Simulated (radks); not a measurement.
Values are calculated unless marked as measured or tabulated.
The sulfur anion S-, [Ne] 3s2 3p5, held by a Watson sphere: a shell of charge +0.9 at radius R that stands for the Madelung well of a crystal (potential energy -0.9/R inside, -0.9/r outside, in hartree with lengths in bohr). Level of theory: non-relativistic Kohn-Sham, LDA (Slater exchange, Perdew-Wang correlation), spin-polarised, spherical densities, point nucleus; open shells are filled with parallel spins first (a radial shooting solver on a logarithmic mesh with Libxc functionals). Response by self-consistent Sternheimer equations with the Hartree and adiabatic LDA kernel. The sphere does not respond.

R (bohr)  e(3s down) (eV)  e(3p up) (eV)  e(3p down) (eV)  <r> 3p (bohr)  sum of <r^2> (bohr^2)  X-ray form factor at sin(theta)/lambda = 0.3 1/angstrom  alpha (bohr^3)
1.85              -16.599         -7.350           -6.657          2.085                  34.45                                                    9.042           23.10
2.9               -15.131         -6.235           -5.589          2.228                  38.66                                                    9.003           32.21
3.11              -14.872         -6.000           -5.359          2.251                  39.34                                                    9.004           34.36
3.95              -13.968         -5.128           -4.502          2.321                  41.53                                                    9.012           43.28
4.27              -13.672         -4.834           -4.211          2.342                  42.17                                                    9.014           46.65
